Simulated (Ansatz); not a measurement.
`c1cc2sc(-c3cc4sc(-c5cc6sc(-c7cc8sc(-c9cc%10sccc%10s9)cc8s7)cc6s5)cc4s3)cc2s1`. The state is a singlet with charge 0. Geometry r2SCAN-D4/def2-SVP, basis def2-SVP, Ansatz.

```xyz
52

C    -6.6868   11.9375    4.4876
C    -6.6431   11.4473    3.2020
C    -5.8787   10.2525    3.1424
S    -5.4239    9.1442    1.8895
C    -4.5471    8.1345    3.0388
C    -3.8727    6.9415    2.5943
C    -2.8552    6.2479    3.2415
C    -2.4531    5.1116    2.5084
S    -1.2687    3.8626    2.7322
C    -1.7105    3.1082    1.1987
C    -1.0346    1.9184    0.7649
C    -0.0077    1.2241    1.3979
C     0.3932    0.0946    0.6553
S     1.5723   -1.1589    0.8697
C     1.1208   -1.9087   -0.6610
C     1.7797   -3.1027   -1.1161
C     1.4184   -3.9144   -2.1888
C     2.3051   -4.9988   -2.3424
S     2.4229   -6.3414   -3.4360
C     3.8660   -6.9391   -2.6164
C     4.5112   -8.1350   -3.0876
C     4.1525   -8.9462   -4.1565
C     5.0409  -10.0363   -4.3062
S     5.1705  -11.3783   -5.3983
C     6.5934  -11.9531   -4.5813
C     6.9672  -11.1652   -3.5162
C     6.0780  -10.0697   -3.3614
S     5.9548   -8.7299   -2.2675
C     4.2268   -6.1281   -1.5461
C     3.3450   -5.0373   -1.3974
S     3.2293   -3.6949   -0.3064
C     0.0953   -1.2118   -1.2957
C    -0.3114   -0.0894   -0.5477
S    -1.4958    1.1604   -0.7611
C    -2.7292    3.8040    0.5544
C    -3.1427    4.9292    1.2967
S    -4.3290    6.1739    1.0741
C    -4.6005    8.6495    4.3279
C    -5.3488    9.8485    4.3784
S    -5.8076   10.9622    5.6285
H    -7.1958   12.8357    4.8381
H    -7.1378   11.9266    2.3557
H    -2.4182    6.5785    4.1849
H     0.4193    1.5344    2.3535
H     0.5414   -3.7262   -2.8091
H     3.2867   -8.7473   -4.7908
H     7.0829  -12.8586   -4.9405
H     7.8345  -11.3725   -2.8880
H     5.0917   -6.3302   -0.9118
H    -0.3166   -1.5066   -2.2615
H    -3.1428    3.4980   -0.4089
H    -4.1414    8.1550    5.1855
```

| run | HOMO (eV) | LUMO (eV) |
| --- | --- | --- |
| A | -5.30 | -2.51 |
| B | -5.19 | -2.47 |
| C | -4.13 | -2.62 |
| D | -4.62 | -2.98 |
| E | -6.47 | 0.34 |
| F | -4.43 | -2.90 |

Single mean-field runs in def2-SVP are fitted with def2-universal-jkfit.

The runs used BLYP, HF, PBE, PBE0, r2SCAN, r2SCAN0. Estimate which is which.

A r2SCAN0 (25 % exact exchange); B PBE0 (25 % exact exchange); C BLYP (0 % exact exchange); D r2SCAN (0 % exact exchange); E HF (100 % exact exchange); F PBE (0 % exact exchange). Exact exchange lowers occupied and raises empty levels; among semilocal functionals meta-GGAs tend to open the gap a little, and such runs are hard to tell apart. The gap grows from 1.51 eV (BLYP) to 6.81 eV (HF).
